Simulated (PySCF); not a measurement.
Spectroscopic constants of LiAl, closed-shell singlet (the spin of the measured ground state).

The constants come from a fifth-degree fit in 1/R (seven points, main isotopes). In def2 and cc sets the state is the lowest found near the PBE0 minimum, followed along R. The singlet is held restricted.

Rows in 6-31G* carry no dispersion term and start afresh at each structure (6-31G* with six Cartesian d functions).

The values were computed with PySCF for 6-31G* rows. 

Energies at BP86/6-31G*:

```json
[
 {"R (Å)": "2.696254", "E (hartree)": "-249.87652196"},
 {"R (Å)": "2.768734", "E (hartree)": "-249.87768259"},
 {"R (Å)": "2.835415", "E (hartree)": "-249.87830617"},
 {"R (Å)": "2.910794", "E (hartree)": "-249.87858060"},
 {"R (Å)": "2.986174", "E (hartree)": "-249.87847314"},
 {"R (Å)": "3.073149", "E (hartree)": "-249.87796024"},
 {"R (Å)": "3.174621", "E (hartree)": "-249.87694343"}
]
```

**Question.** With a reduced mass of 5.5681 u, find the minimum, the force constant and the constants.

**Answer.** A fifth-degree polynomial in 1/R puts the minimum at r_e = 2.9252 Å with force constant 28.2 N/m. Then ω_e = (1/2πc)√(k/μ) = 293 cm⁻¹ and B_e = h/(8π²cμr_e²) = 0.3538 cm⁻¹; the cubic and quartic terms give α_e = 0.0037 and ω_e x_e = 1.9 cm⁻¹.
